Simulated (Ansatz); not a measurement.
C₄H₅Br (SMILES C=CC(=C)Br), singlet, geometry from GFN2-xTB; Ansatz (a first-principles code) with PBE/def2-TZVPP.

Input for Ansatz:
Ansatz 0.2 input:
```yaml
crystal:
  periodic: [false, false, false]
  atoms:
    - {symbol: C, position_ang: [-2.01623445, -0.28619478, -1.20307523]}
    - {symbol: C, position_ang: [-0.77968889, -0.65465339, -1.51102010]}
    - {symbol: C, position_ang: [0.40454305, -0.43500123, -0.70528088]}
    - {symbol: C, position_ang: [1.62944607, -0.81975346, -1.04831963]}
    - {symbol: Br, position_ang: [0.17005833, 0.47367280, 0.96568689]}
    - {symbol: H, position_ang: [-2.25064870, 0.22993129, -0.28674526]}
    - {symbol: H, position_ang: [-2.84118345, -0.49036176, -1.86270560]}
    - {symbol: H, position_ang: [-0.57777078, -1.17217629, -2.44055798]}
    - {symbol: H, position_ang: [1.80286771, -1.33307903, -1.97901571]}
    - {symbol: H, position_ang: [2.48629900, -0.63924509, -0.42384139]}
basis:
  gaussian:
    orbitals: def2-TZVPP
hamiltonian:
  xc: pbe
```

Output, abridged:

```
Functional definition: PBE
1391 factors; their error is unknown
mean field evaluation 1: about -74234.5564 eV, gradient 1.0e2 eV
mean field evaluation 2: about -74113.8153 eV, gradient 2.1e2 eV
mean field evaluation 4: about -74255.8098 eV, gradient 4.2e1 eV
mean field evaluation 8: about -74260.1105 eV, gradient 3.8e-1 eV
mean field evaluation 16: about -74260.0667 eV, gradient 1.3e-3 eV
mean field -74260.06668506 eV, -2729.0071153949 hartree, gradient 7.6e-5 eV, S^2 0.000000; 0 other end points of the search recorded, 0 dependent functions left out
reference -74260.06672373 eV, -2729.0071168161 hartree; 32, 32 occupied and 210, 210 virtual orbitals, 1391 factors
Total energy: -74260.06672373 eV, -2729.0071168161 hartree
```
